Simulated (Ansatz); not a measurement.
Consider the ligand exchange at a B–N bond: `CNB[SiH3]` + `OCO` → `OCOB[SiH3]` + CH₃NH₂.

Calculated with Ansatz (gas phase, PBE0-D4/def2-TZVP geometries, no zero-point term in ΔE). CBS: MP2 limit from def2 TZ/QZ plus the TZ coupled-cluster correction, frozen cores. This one scheme is used for every species. Functionals use def2-TZVPP. Each species was taken in one conformer, which may not be the lowest.

```tsv
level	ΔE (kJ/mol)
r2SCAN-D4	29.0
MP2/def2-TZVPP	29.8
SCS-MP2/def2-TZVPP	27.5
HF/CBS(def2)	20.4
```

(1) What does CCSD(T)/CBS give? (Best estimate.)

Largest T1 diagnostic among the species: 0.014.

Results:

(1) Ansatz gave: +28.2 kJ/mol. The listed levels differ from it by 0.8, 1.6, -0.7, -7.8 kJ/mol.

The D4 term adds −3.5 kJ/mol with B3LYP and −1.9 kJ/mol with PBE0; it sums over pairs of atoms, weighted by their polarisabilities, and B3LYP, whose exchange is more repulsive, gets the larger term. In def2-TZVPP, CCSD(T) changes the Hartree–Fock value by +6.7 kJ/mol (the triples alone add +0.6 kJ/mol) and MP2 by +9.0 kJ/mol.

B3LYP here is the variant with VWN-RPA as its local correlation; programs differ in this.
